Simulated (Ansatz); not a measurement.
Species: WH₆, net charge -1, doublet state. SMILES: [WH6-]

Atoms: W1, H2, H3, H4, H5, H6, H7. Bonds: W1-H2, W1-H3, W1-H4, W1-H5, W1-H6, W1-H7.

Bond lengths (Å) and angles (degrees) optimised at HF/6-31G* with LANL2DZ past Ar with Ansatz (an electronic-structure program); PBE/6-31G* with LANL2DZ past Ar with Ansatz; B3LYP/LANL2DZ with Ansatz; B3LYP/6-31G* with LANL2DZ past Ar with Ansatz; MP2/6-31G* with LANL2DZ past Ar with Ansatz, each started from the B3LYP-D3(BJ)/def2-TZVP structure (Ansatz) of the last column. A row stands for all coordinates that are equal there; 9 of 13 kinds are shown. 6-31G* holds six Cartesian d functions. No wavenumbers were computed at PBE/6-31G* with LANL2DZ past Ar, B3LYP/LANL2DZ, MP2/6-31G* with LANL2DZ past Ar, so these may be saddle points.

```tsv
coordinate	HF/6-31G* with LANL2DZ past Ar	PBE/6-31G* with LANL2DZ past Ar	B3LYP/LANL2DZ	B3LYP/6-31G* with LANL2DZ past Ar	MP2/6-31G* with LANL2DZ past Ar	B3LYP-D3(BJ)/def2-TZVP
W1-H2	1.737	1.728	1.726	1.727	1.753	1.736
W1-H3	1.745	1.728	1.727	1.727	1.755	1.733
W1-H4	1.820	1.789	1.789	1.790	1.831	1.803
W1-H5	1.746	1.752	1.745	1.745	1.762	1.751
H2-W1-H3	69.0	67.1	67.3	67.3	68.0	67.0
H2-W1-H4	145.7	139.5	141.1	141.0	143.9	141.6
H2-W1-H5	80.0	76.4	78.2	78.0	76.2	79.3
H2-W1-H6	68.5	67.8	68.5	68.5	69.0	68.8
H2-W1-H7	125.7	123.4	124.4	124.3	125.0	124.4
```

Mean signed difference of all 6 bond lengths from B3LYP-D3(BJ)/def2-TZVP: HF/6-31G* with LANL2DZ past Ar 0.006 Å, PBE/6-31G* with LANL2DZ past Ar -0.007 Å, B3LYP/LANL2DZ -0.009 Å, B3LYP/6-31G* with LANL2DZ past Ar -0.009 Å, MP2/6-31G* with LANL2DZ past Ar 0.019 Å.
